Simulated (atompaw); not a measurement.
Scattering properties, PAW (atompaw) potential for vanadium

```json
{
 "Element": "vanadium",
 "Generator": "atompaw 4.2.0.5",
 "Type": "PAW",
 "Functional": "PBE",
 "Relativity": "scalar-relativistic",
 "Frozen core": "[Ar]",
 "Valence charge": "5",
 "Reference configuration": "3d3 4s2 4p0",
 "Partial waves": "4s (bound); 4s channel at 0.35 Ry; 4p (bound, empty); 4p channel at 1.65 Ry; 3d (bound); 3d channel at 0.05 Ry",
 "Local potential": "troulliermartins scheme with l = 3 at 0 Ry, radius 2.70 bohr",
 "Core correction": "smooth core density matched at 2.55 bohr",
 "Augmentation charge": "sinc compensation charge, radius 2.65 bohr; PAW radius 2.80 bohr; waves and projectors: bloechl"
}
```

The phase is arctan(r·u′/u) with u = r·R(r), unwrapped; energies in Ry, scanned from -2 to 5 Ry. A pole is an energy at which the radial function vanishes at the test radius. The pseudo phase is shifted by a multiple of π to meet the all-electron one at the reference energy, and phase errors are pseudo minus all-electron; the curves can meet again beyond the range given. Levels narrower than the energy grid can be missing from the lists of poles. Where the grid stepped over a known ghost or core level, its pole and its step of π were put in at the level’s energy.

```csv
channel,radius (bohr),reference energy (Ry),"poles, all-electron","poles, pseudo",unbroken range about the reference energy with phases within 0.05 rad,phase error 1 Ry above the reference energy (rad)
s,2.82,-0.35,1.44,"-0.51, 1.46",-0.5 to 3.2,+0.000
p,2.82,-0.11,2.29,2.30,below 4.2,+0.003
d,2.82,-0.38,"-0.22, 3.69","-0.22, 4.11",below 1.4,+0.001
```

Note: ghost state, extra bound levels that the all-electron valence spectrum of the same l lacks: s at -6.9 eV. A true bound ghost makes a file unfit for plane-wave use.

Phases in the d channel:

```tsv
E (Ry)	all-electron	pseudo
-2.00	1.320	1.321
-1.52	1.280	1.280
-1.04	1.197	1.198
-0.56	0.693	0.693
-0.08	-1.707	-1.707
0.40	-1.921	-1.921
0.88	-2.180	-2.176
1.36	-2.932	-2.889
1.84	-4.048	-3.993
2.32	-4.431	-4.394
2.80	-4.579	-4.548
3.28	-4.662	-4.630
3.76	-4.720	-4.683
4.24	-4.769	-4.723
4.72	-4.821	-4.756
```
